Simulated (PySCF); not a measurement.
Correlation energy of Kr (krypton, neutral)

[Kr], closed-shell 1S. Calculation: PySCF 2.14, in def2-SVP; no relativity, point nucleus. Frozen: [Ar] 3d10; 8 electrons correlated.

MP2 pair energies summed by pair of shells (mhartree):

```
 pair   energy  share (%)
4p-4p  -101.96       81.3
4s-4p   -18.03       14.4
4s-4s    -5.42        4.3
```

Total MP2 correlation energy: -125.42 mhartree.

Same-spin part -34.40 and opposite-spin part -91.02 mhartree; SCS-MP2 scales them by 1/3 and 6/5 to -120.69 mhartree.

```tsv
level	correlation energy (mhartree)
CCSD	-135.91
(T)	-1.40
CCSD(T)	-137.31
```

Diagnostics: T1 = 0.0011, D1 = 0.0031, largest double amplitude 0.048.

**Question.** Is a single reference adequate?

**Answer.** Yes, within this model without spin-orbit coupling: T1 lies below 0.03 and no double amplitude reaches 0.07.
